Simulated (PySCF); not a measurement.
Species: AlCl2(SMe), CH3AlCl2S.
Z-matrix (Å and degrees, PBE0-D3(BJ)/def2-SVP geometry), rows numbered from 1:
```
Al
Cl  1  2.0954
Cl  1  2.0843  2  119.43
S   1  2.1529  2  120.67  3   179.30
C   4  1.8313  1  102.31  2     0.10
H   5  1.0977  4  112.17  1    -2.09
H   5  1.0977  4  108.23  1  -122.72
H   5  1.0977  4  108.44  1   118.63
```

Computed with PBE0-D3(BJ)/def2-SVP geometry optimisation, gas phase (PySCF).

Masses are those of the commonest isotopes; rigid-rotor values at the optimised geometry. The values belong to one conformer.

Question: What are A, B and C (GHz)?

Answer: Ia = 231.41, Ib = 364.86, Ic = 593.03 u·Å²; 505379 MHz·u·Å²/I gives 2184, 1385 and 852.2 MHz, that is A = 2.1839, B = 1.3851, C = 0.8522 GHz.

Question: Classify the top.

Answer: An asymmetric top. Ray's parameter κ = (2B − A − C)/(A − C) = -0.200; −1 is the prolate and +1 the oblate limit.

Question: What does the inertial defect say?

Answer: Not planar: Δ = Ic − Ia − Ib = -3.24 u·Å². For a rigid frame Δ = −2 Σ m c², so Σ m c² = 1.62 u·Å² lies off the ab plane, practically all of it from hydrogen. The atom farthest from that plane is 0.91 Å away.

Question: Give the other two planar moments, Paa and Pbb, and the rms extents of the mass along the axes.

Answer: Paa = Σ m a² = (Ib + Ic − Ia)/2 = 363.24 and Pbb = Σ m b² = (Ia + Ic − Ib)/2 = 229.79 u·Å². With the mass M = 143.91 u, the rms extents √(P/M) along a, b and c are 1.59, 1.26, 0.11 Å.

Question: Give the coordinates in the principal-axis frame, origin at the centre of mass.

Answer: The sense of each axis is arbitrary; atoms in the order of the calculation.
| atom | mass (u) | a (Å) | b (Å) | c (Å) |
| --- | --- | --- | --- | --- |
| Al1 | 26.982 | 0.302 | -0.021 | -0.007 |
| Cl2 | 34.969 | 0.125 | 2.066 | 0.001 |
| Cl3 | 34.969 | 2.198 | -0.888 | 0.003 |
| S4 | 31.972 | -1.450 | -1.272 | -0.002 |
| C5 | 12.000 | -2.807 | -0.043 | 0.006 |
| H6 | 1.008 | -2.432 | 0.988 | 0.043 |
| H7 | 1.008 | -3.436 | -0.232 | 0.885 |
| H8 | 1.008 | -3.403 | -0.178 | -0.906 |

Question: Where do the levels up to J = 4 lie, in MHz?

Answer: Above 0(0,0):
J = 1: 1(0,1) 2237, 1(1,1) 3036, 1(1,0) 3569
J = 2: 2(0,2) 6521, 2(1,2) 6978, 2(1,1) 8577, 2(2,1) 10973, 2(2,0) 11164
J = 3: 3(0,3) 12588, 3(1,3) 12786, 3(1,2) 15938, 3(2,2) 17685, 3(2,1) 18521, 3(3,1) 23115, 3(3,0) 23162
J = 4: 4(0,4) 20316, 4(1,4) 20387, 4(1,3) 25419, 4(2,3) 26481, 4(2,2) 28528, 4(3,2) 32347, 4(3,1) 32644, 4(4,1) 39570, 4(4,0) 39580
The levels of one J sum to (2J + 1)J(J + 1)(A + B + C)/3.

Question: Predict some low-J microwave lines.

Answer: The dipole components are |μa| = 1.88 D, |μb| = 0.55 D, |μc| = 0.02 D. The squared components, which scale the intensities, stand as 1.00 : 0.09 : 0.00 (a : b : c). Some lines, for components of 0.1 D or more:

```
type  branch         J(Ka,Kc)   MHz  lower level (cm⁻¹)
   a       Q  1(1,0) ← 1(1,1)   533               0.101
   b       Q  1(1,0) ← 1(0,1)  1332               0.075
   a       Q  2(1,1) ← 2(1,2)  1599               0.233
   b       Q  2(1,1) ← 2(0,2)  2056               0.218
   a       R  1(0,1) ← 0(0,0)  2237               0.000
   b       Q  2(2,0) ← 2(1,1)  2588               0.286
   b       R  1(1,1) ← 0(0,0)  3036               0.000
   b       R  2(0,2) ← 1(1,1)  3485               0.101
   a       R  2(1,2) ← 1(1,1)  3942               0.101
   b       Q  2(2,1) ← 2(1,2)  3995               0.233
   a       R  2(0,2) ← 1(0,1)  4283               0.075
   b       R  2(1,2) ← 1(0,1)  4740               0.075
   a       R  2(1,1) ← 1(1,0)  5008               0.119
   b       R  2(2,1) ← 1(1,0)  7404               0.119
   b       R  2(2,0) ← 1(1,1)  8128               0.101
```

No PBE0-D3(BJ)/def2-SVP frequencies stand behind this structure, so it isn't proved a minimum. No vibrational averaging or centrifugal distortion is included, and the geometry carries the error of its method. A rigid rotor knows nothing of internal rotation, which can split or shift real lines. Quadrupole hyperfine structure (27Al, 35Cl) is left out.
